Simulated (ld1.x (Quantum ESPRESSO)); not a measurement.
**Transferability test, RRKJ potential for B (Z = 5)**

boron, norm-conserving RRKJ (Kleinman–Bylander form), made with ld1.x (Quantum ESPRESSO) 7.5 (LDA (PZ), scalar-relativistic). Core [He], reference 2s2 2p1. Waves: 2s (bound): rc 1.50 bohr; 2p (bound): rc 2.40 bohr. Local part: all-electron potential smoothed inside 1.60 bohr (lloc = -2). Core correction: none.

Energies are relative to the spin-unpolarised reference configuration 2s2 2p1; without spin polarisation the order of configurations can differ from experiment. Spin-polarised rows fill each open shell by Hund’s rule, majority spin first.

```json
{"valence configuration": "2s2 2p0", "charge": "+1", "ΔE all-electron (eV)": "8.327", "error AE − PS (meV)": "+44"}
{"valence configuration": "2s2 2p0.5", "charge": "+0.5", "ΔE all-electron (eV)": "2.943", "error AE − PS (meV)": "+5.8"}
{"valence configuration": "2s0 2p3", "charge": "0", "ΔE all-electron (eV)": "11.401", "error AE − PS (meV)": "-5.3"}
{"valence configuration": "2s1 2p2", "charge": "0", "ΔE all-electron (eV)": "5.686", "error AE − PS (meV)": "-1.7"}
{"valence configuration": "2s2 2p1.3", "charge": "-0.3", "ΔE all-electron (eV)": "-0.772", "error AE − PS (meV)": "+0.4"}
{"valence configuration": "2s2 2p1 (spin-polarised)", "charge": "0", "ΔE all-electron (eV)": "-0.235", "error AE − PS (meV)": "+20"}
{"valence configuration": "2s1 2p0 (spin-polarised)", "charge": "+2", "ΔE all-electron (eV)": "32.903", "error AE − PS (meV)": "+290"}
```

**Question.** What are ΔE and the potential's error for 2s1 2p1?

**Answer.** ΔE = 14.283 eV all-electron; the error (AE − PS) is -11 meV.

**Question.** What are ΔE and the potential's error for 2s1 2p0?

**Answer.** ΔE = 33.631 eV all-electron; the error (AE − PS) is +199 meV.

Levels in the configuration 2s2 2p1 (spin-polarised):

| level | all-electron (eV) | pseudo (eV) |
| --- | --- | --- |
| 2s up | -9.782 | -9.818 |
| 2p up | -4.075 | -4.102 |
| 2s down | -8.735 | -8.666 |
